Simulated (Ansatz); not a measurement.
F3GeH (`[F][GeH]([F])[F]`), relaxed with RKS PBE0-D4/def2-TZVP in Ansatz 0.2.0 from a PBE-D4/def2-SVP geometry. The force threshold is 0.005 eV/Å; the program also tests the step.

Charge 0, multiplicity 1.

Start:

```xyz
5

F     0.377    0.035    1.660
Ge   -0.061    0.060   -0.017
F    -0.585   -1.544   -0.414
F     1.401    0.335   -0.907
H    -1.132    1.114   -0.322
```

Problem. How much energy does the relaxation release, and in how many steps? (Best estimate.)

Solution. Ansatz gave: 0.85 kcal/mol, in 3 steps.

Problem. Which bonds change most? (Best estimate.)

Solution. Ansatz gave: F1–Ge2 from 1.733 to 1.707 Å; Ge2–F4 from 1.733 to 1.707 Å; Ge2–F3 from 1.733 to 1.707 Å; Ge2–H5 from 1.533 to 1.516 Å.

Problem. Give the relaxed structure. (Best estimate.)

Solution. Ansatz gave: 
```xyz
5

F     0.374    0.033    1.633
Ge   -0.061    0.060   -0.017
F    -0.573   -1.521   -0.407
F     1.381    0.327   -0.891
H    -1.121    1.102   -0.319
```
